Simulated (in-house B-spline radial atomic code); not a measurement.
Zr⁺ is squeezed into an impenetrable sphere of radius R (the orbitals vanish at R). No spin polarisation. Method: scalar-relativistic (X2C) PBE, spherical fractional occupations, Fermi nucleus of rms radius 4.2694 fm. Calculated with a B-spline radial code for spherical atoms.

Energies in eV above the free ion in [Kr] 4d2 5s1:

```tsv
R (bohr)	highest level (eV)	[Kr] 4d2 5s1	[Ar] 3d10 4s2 4p5 4d2 4f1 5s1	[Kr] 4d2 4f1
8.62	-9.88	0.02839	43.11	11.13
6.75	-9.45	0.334	45.1	13.48
5.47	-7.99	1.66	48.8	17.15
4.28	-2.83	7.446	59.05	25.19
3.32	12.5	28.54	87.72	44.09
2.83	33.4	63.64	129.6	71.33
2.8	35.3	67.09	133.6	73.95
2.11	121	259.2	341.6	221.6
1.77	229	565	656.8	463.3
1.48	414	1188	1282	968.7
```

**Question.** Does [Ar] 3d10 4s2 4p5 4d2 4f1 5s1 fall below [Kr] 4d2 5s1 under compression?

**Answer.** No, it stays above over the whole range.

**Question.** Does [Kr] 4d2 4f1 fall below [Kr] 4d2 5s1 under compression?

**Answer.** Yes, between R = 2.8 and 2.11 bohr the order changes (near 2.69 bohr by linear interpolation).

The highest level is first positive in the row R = 3.32 bohr, pushed up by confinement above the zero of the free ion's potential. Each configuration is held fixed and needn't be the lowest in the sphere.
